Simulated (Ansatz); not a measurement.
Total energies of Sn₆ (the lowest singlet isomer of a short search) from Ansatz at PBE-D4/def2-SVP, gas phase (1 Eh = 27.2114 eV = 2625.5 kJ/mol). The reference geometry is relaxed at PBE-D4/def2-SVP.

```xyz
6

Sn    0.359    0.092   -1.676
Sn    1.248    1.990    0.375
Sn    1.962   -1.297    0.351
Sn   -0.360   -0.089    1.676
Sn   -1.964    1.294   -0.352
Sn   -1.245   -1.990   -0.374
```

```
                 state   geometry  energy (Eh)
      charge 0 singlet  reference  -1286.06842
      charge 1 doublet  reference  -1285.81064
     charge -1 doublet  reference  -1286.12474
free Sn atom (triplet)          –   -214.24400
```

In the def2 sets Sn takes a core potential; there is no spin–orbit coupling.

**Question.** Work out the vertical ionisation energy to the doublet.

**Answer.** E(charge 1 doublet) − E(charge 0 singlet) = -1285.81064 − (-1286.06842) = 0.25778 Eh = 7.01 eV. For comparison, −ε of the highest occupied level is 5.02 eV at this level, 1.99 eV less.

**Question.** Work out the vertical electron affinity, to the doublet.

**Answer.** E(charge 0 singlet) − E(charge -1 doublet) = -1286.06842 − (-1286.12474) = 0.05632 Eh = 1.53 eV. The basis lacks diffuse functions, which makes affinities too small.

**Question.** Give the fundamental gap IE − EA, the Mulliken electronegativity (IE + EA)/2 and the hardness (IE − EA)/2.

**Answer.** From the values in Eh: IE − EA = 0.25778 − 0.05632 = 0.20146 Eh = 5.48 eV; (IE + EA)/2 = 4.27 eV; (IE − EA)/2 = 2.74 eV. The HOMO–LUMO gap of the same run is 1.59 eV, 3.89 eV smaller than the fundamental gap.

**Question.** What is the binding energy per atom against free atoms?

**Answer.** Atoms: 6 × (-214.24400) = -1285.46400 Eh. Binding: -1285.46400 − (-1286.06842) = 0.60442 Eh = 16.45 eV, or 2.74 eV for each of 6 atoms (no zero-point energy, no counterpoise term).

The restricted singlet is unstable towards broken spin symmetry in Hartree–Fock (as tested in another run); at PBE-D4/def2-SVP this wasn't settled. At PBE-D4/def2-SVP the gap within one spin of the charge 1 doublet nearly closes, so an electron or hole may be smeared out by delocalisation error. At PBE-D4/def2-SVP the highest occupied level of the charge -1 doublet lies above zero (up to 0.39 eV). By energy differences its removal costs 1.53 eV (vertical, to the charge 0 singlet, at PBE-D4/def2-SVP); self-interaction error and the lack of diffuse functions both raise the level.  

The structure comes from a short search, and lower isomers may exist.
